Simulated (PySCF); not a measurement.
C7H5N, charge -1, doublet (typed; the unrestricted solution is spin-contaminated), at a GFN2-xTB geometry (a state made from the parent by changing its charge; the spin is typed, not shown lowest) (in this run its highest filled SCF level lies above zero, so its values depend strongly on the basis, on diffuse functions most of all); PySCF with MP2/STO-3G.

Here is a job for PySCF.
```python
from pyscf import gto, scf, mp

mol = gto.M(
    atom='''
N     3.14477028    0.55962815    0.02102041
C     1.98836060    0.35383906    0.01329069
C     0.63963724    0.11382676    0.00427549
C    -0.31643688    1.18338098    0.09267460
C    -1.65509743    0.92942545    0.08252361
C    -2.15309489   -0.38315438   -0.01439181
C    -1.23165529   -1.44313803   -0.10181937
C     0.11244861   -1.21968175   -0.09403811
H     0.05563323    2.20050760    0.16787074
H    -2.36035453    1.75536716    0.15055924
H    -3.21939165   -0.57290741   -0.02151920
H    -1.60774906   -2.46151173   -0.17708301
H     0.81349831   -2.04584114   -0.16206125
''',
    basis='sto-3g',
    charge=-1,
    spin=1,
    verbose=5,
)

mf = scf.UHF(mol)
mf.kernel()

pt = mp.MP2(mf)
pt.kernel()
print('E(MP2) = %.10f' % pt.e_tot)
```

It wrote (shortened):

```
PySCF version 2.14.0

[INPUT] verbose = 5
[INPUT] max_memory = 4000
[INPUT] num. atoms = 13
[INPUT] num. electrons = 55
[INPUT] charge = -1
[INPUT] spin (= nelec alpha-beta = 2S) = 1
[INPUT] symmetry False subgroup None
[INPUT] Mole.unit = angstrom
[INPUT] Symbol           X                Y                Z      unit          X                Y                Z       unit  Magmom
[...]
[INPUT] ---------------- BASIS SET ----------------
[INPUT] l, kappa, [nprim/nctr], expnt,             c_1 c_2 ...
[INPUT] H
[...]
                                0.62391373        0.53532814
                                0.1688554         0.44463454
[INPUT] N
[...]
                                18.052312         0.53532814
                                4.8856602         0.44463454
[...]
                                0.8784966         0.39951283
                                0.2857144         0.70011547
[...]
                                0.8784966         0.60768372
                                0.2857144         0.39195739
[INPUT] C
[...]
                                13.045096         0.53532814
                                3.5305122         0.44463454
[...]
                                0.6834831         0.39951283
                                0.2222899         0.70011547
[...]
                                0.6834831         0.60768372
                                0.2222899         0.39195739

nuclear repulsion = 299.65875117644
number of shells = 29
number of NR pGTOs = 135
number of NR cGTOs = 45
basis = sto-3g
ecp = {}

******** <class 'pyscf.scf.uhf.UHF'> ********
method = UHF
initial guess = minao
damping factor = 0
level_shift factor = 0
DIIS = <class 'pyscf.scf.diis.CDIIS'>
diis_start_cycle = 1
diis_space = 8
diis_damp = 0
SCF conv_tol = 1e-09
SCF conv_tol_grad = None
SCF max_cycles = 50
direct_scf = True
direct_scf_tol = 1e-13
number electrons alpha = 28  beta = 27
Set gradient conv threshold to 3.16228e-05
E1 = -1024.3068713141306  E2 = 403.78018458889284  Ecoul = 449.76919833349  Exc = -45.98901374459717
init E= -320.867935548797
cond(S) = 15.840926363615386

  alpha mo_energy =
[-15.46916759 -11.10554689 -11.10210401 -11.10146962 -11.09806789
 -11.0978979  -11.09347578 -11.08881057  -1.66086746  -1.48649119
  -1.29980458  -1.26614245  -0.93707765  -0.8758045   -0.70381957
  -0.62229452  -0.50068535  -0.48235233  -0.45601397  -0.41958791
  -0.40396806  -0.3478964   -0.34491092  -0.32544367  -0.28725702
  -0.20628775  -0.18618338   0.06932386   0.15620854   0.1763223
   0.26015831   0.39309715   0.43566019   0.50771141   0.51783687
   0.53633454   0.54987232   0.59071193   0.72207989   0.75453948
   0.78241929   0.78908109   0.97321466   0.99335865   1.28347935]
  beta  mo_energy =
[-15.46916759 -11.10554689 -11.10210401 -11.10146962 -11.09806789
 -11.0978979  -11.09347578 -11.08881057  -1.66086746  -1.48649119
  -1.29980458  -1.26614245  -0.93707765  -0.8758045   -0.70381957
  -0.62229452  -0.50068535  -0.48235233  -0.45601397  -0.41958791
  -0.40396806  -0.3478964   -0.34491092  -0.32544367  -0.28725702
  -0.20628775  -0.18618338   0.06932386   0.15620854   0.1763223
   0.26015831   0.39309715   0.43566019   0.50771141   0.51783687
   0.53633454   0.54987232   0.59071193   0.72207989   0.75453948
   0.78241929   0.78908109   0.97321466   0.99335865   1.28347935]
multiplicity <S^2> = 0.75  2S+1 = 2
E1 = -1039.4171946858646  E2 = 421.61988922037295  Ecoul = 466.92826228217916  Exc = -45.30837306180621
cycle= 1 E= -318.138554289051  delta_E= 2.73  |g|= 0.408  |ddm|=  3.8
  alpha mo_energy =
[-14.69499768 -10.89866555 -10.83472717 -10.83466381 -10.83004138
 -10.81683105 -10.81678915 -10.76496155  -0.91578145  -0.84098719
  -0.79099347  -0.75817657  -0.63223322  -0.59130918  -0.50621498
  -0.45335932  -0.37197673  -0.36375425  -0.35390957  -0.3128642
  -0.27478834  -0.24507227  -0.21267584  -0.14408464  -0.07585185
  -0.06312805  -0.06110831   0.17325892   0.44771607   0.56367475
[...]
  -0.41621638  -0.34801073  -0.33257786  -0.33019539  -0.25951822
  -0.25417471  -0.2247555   -0.20025231  -0.18582588  -0.13140836
  -0.11743587   0.01629031   0.4993872    0.51208366   0.61465601
   0.64904941   0.77149937   0.79483645   0.83694704   0.88022997
   0.91932118   0.94398207   0.95758456   1.08120298   1.10480032
   1.1288147    1.13360006   1.31666905   1.35061414   1.66504813]
multiplicity <S^2> = 1.2477715  2S+1 = 2.4476695
E1 = -1039.258960651921  E2 = 421.3067991924626  Ecoul = 466.63105402637035  Exc = -45.32425483390773
cycle= 21 E= -318.293410283018  delta_E= -2.33e-09  |g|= 1.11e-05  |ddm|= 0.000155
  alpha mo_energy =
[-15.03962719 -10.80768194 -10.8053494  -10.8052923  -10.79675545
 -10.79670192 -10.77472041 -10.74235561  -0.91884551  -0.87657907
  -0.75619028  -0.75544465  -0.60744407  -0.55553841  -0.46925934
  -0.42525096  -0.34862017  -0.33760632  -0.32936357  -0.29348366
  -0.26711597  -0.22639659  -0.22585222  -0.22409127  -0.15738592
  -0.1282293   -0.1264592    0.11315758   0.51208475   0.59633463
   0.60056264   0.72291945   0.76957274   0.83621754   0.8748516
   0.90831386   0.91740737   0.96025571   1.07175934   1.09822182
   1.12284787   1.12703465   1.31133381   1.34235466   1.65666068]
  beta  mo_energy =
[-15.02364092 -10.82039274 -10.82031966 -10.7869242  -10.78690241
 -10.78296281 -10.78291888 -10.73694021  -0.89232255  -0.86277345
  -0.75705694  -0.72289072  -0.57638803  -0.55282462  -0.47153686
  -0.41621701  -0.34801206  -0.33257947  -0.33019721  -0.25951861
  -0.25417635  -0.22475639  -0.20024732  -0.18582351  -0.13140466
  -0.11743734   0.01628936   0.49938503   0.51208512   0.61466145
   0.64905082   0.77149785   0.79483615   0.83694567   0.88022933
   0.91931878   0.94398126   0.95758298   1.08120089   1.10479897
   1.12881249   1.13359886   1.31666717   1.35061231   1.66505197]
multiplicity <S^2> = 1.2477878  2S+1 = 2.4476828
E1 = -1039.258978770601  E2 = 421.3068173108678  Ecoul = 466.63107461246466  Exc = -45.324257301596845
cycle= 22 E= -318.293410283293  delta_E= -2.75e-10  |g|= 6.58e-06  |ddm|= 4.71e-05
  alpha mo_energy =
[-15.03962723 -10.80768285 -10.80534969 -10.80529259 -10.79675554
 -10.79670202 -10.77471853 -10.7423527   -0.91884486  -0.87657904
  -0.75619037  -0.75544422  -0.60744353  -0.55553852  -0.46925927
  -0.425251    -0.34862009  -0.33760609  -0.32936365  -0.29348322
  -0.26711603  -0.22639626  -0.22585198  -0.22409086  -0.15738593
  -0.12822905  -0.12645947   0.11315871   0.51208446   0.59633569
   0.60056263   0.72292035   0.76957253   0.83621743   0.8748518
   0.90831344   0.91740852   0.96025564   1.07175985   1.09822182
   1.12284825   1.12703458   1.31133402   1.34235471   1.65666189]
  beta  mo_energy =
[-15.02364082 -10.820393   -10.82031992 -10.7869252  -10.78690063
 -10.78296276 -10.78291883 -10.73693761  -0.89232173  -0.86277336
  -0.75705701  -0.72289028  -0.57638794  -0.55282446  -0.47153678
  -0.41621702  -0.3480121   -0.33257934  -0.3301973   -0.25951862
  -0.25417613  -0.22475633  -0.20024657  -0.18582288  -0.13140376
  -0.11743748   0.0162896    0.49938478   0.51208586   0.61466299
   0.64905091   0.77149767   0.79483663   0.83694552   0.88022964
   0.91931847   0.94398198   0.95758279   1.08120105   1.10479884
   1.12881286   1.13359888   1.31666732   1.35061239   1.66505312]
multiplicity <S^2> = 1.2477911  2S+1 = 2.4476855
E1 = -1039.2589751302494  E2 = 421.3068136704244  Ecoul = 466.63107199706985  Exc = -45.32425832664546
Extra cycle  E= -318.293410283385  delta_E= -9.17e-11  |g|= 5.26e-06  |ddm|= 1.35e-05
converged SCF energy = -318.293410283385  <S^2> = 1.2477911  2S+1 = 2.4476855

******** <class 'pyscf.mp.ump2.UMP2'> ********
nocc = (np.int64(28), np.int64(27)), nmo = (45, 45)
transform (ia|jb) incore
E(UMP2) = -318.713779379362  E_corr = -0.420369095977535
E(SCS-UMP2) = -318.717679759106  E_corr = -0.424269475721172
E_corr(same-spin) = -0.0925078147521574
E_corr(oppo-spin) = -0.327861281225377
E(MP2) = -318.7137793794
```
